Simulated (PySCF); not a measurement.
H4Si2, SMILES [SiH][SiH3] (connectivity only; charge and spin as stated), charge -1, multiplicity 2. Atoms are numbered in the order given.

```xyz
6

Si     0.1052    -1.3028     0.0000
H     -1.4355    -1.3619     0.0000
Si    -0.0006     1.0344     0.0000
H     -0.6875     1.7006     1.1711
H     -0.6875     1.7006    -1.1711
H      1.3458     1.7174     0.0000
```
Charge -1, spin multiplicity 2.

The structure is a stationary point at ωB97X-D3(BJ)/def2-TZVPD. The multiplicity is an assumed one; other spin states were not compared. The isomer is the one that the SMILES or the coordinates give; other isomers of the formula were not compared.

Level of theory: M06-2X/def2-TZVPD in PySCF.

Mulliken values depend strongly on the basis, most of all with diffuse functions as here. ESP charges are fitted to the potential on shells at 1.4 to 2.0 van der Waals radii. Atomic charges (e):

```
atom  ESP fit  Mulliken  meta-Löwdin  Mulliken spin
----  -------  --------  -----------  -------------
Si1       ___     -0.54        -0.57           0.82
H2        ___     -0.06        -0.13           0.02
Si3       ___     -0.14         0.14           0.10
H4        ___     -0.08        -0.15           0.03
H5        ___     -0.08        -0.15           0.03
H6        ___     -0.09        -0.14           0.01
```

Question: Complete the blanks. (Estimate from the structure and the level; the computed values follow.)

Answer: 
- Si1, ESP fit: -0.82
- H2, ESP fit: -0.03
- Si3, ESP fit: 0.51
- H4, ESP fit: -0.23
- H5, ESP fit: -0.23
- H6, ESP fit: -0.21
